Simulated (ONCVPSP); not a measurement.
Transferability test, ONCV potential for C (Z = 6)

* Element: carbon
* Generator: ONCVPSP 4.0.1
* Type: optimised norm-conserving Vanderbilt (ONCV)
* Functional: LDA (Perdew-Wang 92)
* Relativity: scalar-relativistic
* Frozen core: [He]
* Valence charge: 4
* Reference configuration: 2s2 2p2
* Partial waves: 2s: rc 1.10 bohr, ncon 4, nbas 7, qcut 5.6 1/bohr, local; 2p: rc 2.35 bohr, ncon 4, nbas 7, qcut 5.6 1/bohr, 1 projector; d scattering state at 0.07 Ha: rc 2.45 bohr, ncon 4, nbas 8, qcut 3.8 1/bohr, 2 projectors, debl 3.9 Ha
* Local potential: the s channel
* Core correction: Teter function, fcfact 5.75, rcfact 1.1

Energies are relative to the spin-unpolarised reference configuration 2s2 2p2; without spin polarisation the order of configurations can differ from experiment.

```
valence configuration  charge  ΔE all-electron (eV)  error AE − PS (meV)
              2s2 2p1      +1                10.985                  +61
              2s1 2p0      +3                83.209                +1129
            2s2 2p1.5    +0.5                 4.027                 +8.6
```

Question: What are ΔE and the potential's error for 2s2 2p0?

Answer: ΔE = 35.243 eV all-electron; the error (AE − PS) is +555 meV.

Levels in the configuration 2s2 2p1:

```
level  all-electron (eV)  pseudo (eV)
   2s            -25.604      -25.545
   2p            -17.120      -16.937
```
